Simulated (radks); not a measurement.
Problem. The bismuth ion Bi6+, configuration [Xe] 4f14 5d9 (the NIST ground configuration). Calculated with a radial shooting solver on a logarithmic mesh with Libxc functionals: Dirac Kohn-Sham, PBE, spin-unpolarised, spherical densities, finite nucleus; open shells fill j = l - 1/2 first; Fermi nuclear charge, rms radius 5.5211 fm. Some entries of the table are withheld. Estimate them.

orbital,occ.,eigenvalue (hartree),<r^2> (bohr^2)
1s1/2,2,(1),(2)
2s1/2,2,-599.5264,0.005190
2p1/2,2,-576.4035,0.003643
2p3/2,4,-491.1651,0.004823
3s1/2,2,-146.7978,0.03361
3p1/2,2,-136.2847,0.03049
3p3/2,4,-117.1994,0.03680
3d3/2,4,(3),0.02802
3d5/2,6,(4),0.02972
4s1/2,2,-35.81173,0.1605
4p1/2,2,-31.22736,0.1625
4p3/2,4,-26.52260,0.1932
4d3/2,4,-19.04132,0.1998
4d5/2,6,-18.16270,0.2103
5s1/2,2,-8.48835,0.7678
4f5/2,6,-8.45406,0.2283
4f7/2,8,-8.25186,0.2346
5p1/2,2,-6.88788,0.8685
5p3/2,4,-5.96446,1.042
5d3/2,4,-3.67873,(5)
5d5/2,5,-3.55561,(6)

Solution. 
(1) 1s1/2 eigenvalue (hartree): -3326.820
(2) 1s1/2 <r^2> (bohr^2): 0.0003465
(3) 3d3/2 eigenvalue (hartree): -99.87128
(4) 3d5/2 eigenvalue (hartree): -95.82436
(5) 5d3/2 <r^2> (bohr^2): 1.493
(6) 5d5/2 <r^2> (bohr^2): 1.577
